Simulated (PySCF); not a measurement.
## Ionisation energy of Cs³⁷⁺ by level of theory

Cs³⁷⁺ [Ar] (1S) → Cs³⁸⁺ [Ne] 3s2 3p5 (2P), as a difference of total energies. Computed with PySCF 2.14 in an even-tempered Gaussian basis (18 s from 6.6 bohr⁻², ratio 2.5; 12 p from 8.6 bohr⁻², ratio 2.5; 5 d from 38 bohr⁻², ratio 2.7; 4 f from 57 bohr⁻², ratio 2.7), with scalar relativity by spin-free X2C-1e. Correlated levels: outer shells: 1s2 frozen; virtual orbitals above 40 to 60 times the deepest correlated orbital energy dropped. The calculations carry no spin-orbit coupling.

```csv
method,ionisation energy (eV)
UHF,2712.1
LDA,2713.2
PBE,2713.5
PBE0,2713.7
r2SCAN,2714.4
BLYP,2713.4
PW91,2714.0
MP2 (outer shells),2713.2
SCS-MP2 (outer shells),2713.0
```

A first-order spin-orbit estimate (lowest level to lowest level, LS coupling) adds -26.916 eV.

Breit and QED terms and the two-electron picture change are absent.

For comparison: 2683 ± 4 eV (theoretical estimate listed by NIST; NIST Atomic Spectra Database, ionization energies).
